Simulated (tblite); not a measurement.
Calculated harmonic vibrations of the isolated species, GFN2-xTB (tblite), most abundant isotopes, no scaling. This tight-binding method is rough: wavenumbers can miss measured ones by several per cent, in bad cases by 10 to 20. Modes of hydrogen on phosphorus and silicon can be 10 to 20 % off. One conformer each. Thermal functions are those of the rigid rotor and harmonic oscillator, without mixing of conformers.

Problem. Order these by their ideal-gas entropy at 500 K and 1 bar, highest first (cal/(mol K)).
A. `C#C[C@@H]1[SiH2]SCS[C@H]1F`
B. `C=Cc1cnnn1[SiH](C)C`
C. `CS[C@@H]1[C@H](C)[Si@H]1SC`
D. `CC(P(P)P)(C)C`

Solution. C (141.9), B (139.4), D (131.6), A (127.9).

```json
{"SMILES": "CS[C@@H]1[C@H](C)[Si@H]1SC", "atoms": "20", "mass (u)": "164.01", "symmetry number": "1", "modes under 300 cm⁻¹": "12", "ZPE (kcal/mol)": "97.6", "S translation (cal/(mol K))": "43.8", "S rotation": "32.0", "S vibration": "66.0", "S": "141.9", "Cp": "62.6"}
{"SMILES": "C=Cc1cnnn1[SiH](C)C", "atoms": "21", "mass (u)": "153.07", "symmetry number": "1", "modes under 300 cm⁻¹": "11", "ZPE (kcal/mol)": "101.2", "S translation (cal/(mol K))": "43.6", "S rotation": "31.7", "S vibration": "64.2", "S": "139.4", "Cp": "65.7"}
{"SMILES": "CC(C)(C)P(P)P", "atoms": "20", "mass (u)": "154.02", "symmetry number": "1", "modes under 300 cm⁻¹": "11", "ZPE (kcal/mol)": "98.3", "S translation (cal/(mol K))": "43.6", "S rotation": "31.0", "S vibration": "57.0", "S": "131.6", "Cp": "61.2"}
{"SMILES": "C#C[C@@H]1[SiH2]SCS[C@H]1F", "atoms": "16", "mass (u)": "177.97", "symmetry number": "1", "modes under 300 cm⁻¹": "8", "ZPE (kcal/mol)": "63.9", "S translation (cal/(mol K))": "44.0", "S rotation": "31.7", "S vibration": "52.2", "S": "127.9", "Cp": "57.3"}
```

Entropies and Cp are for 500 K and 1 bar.
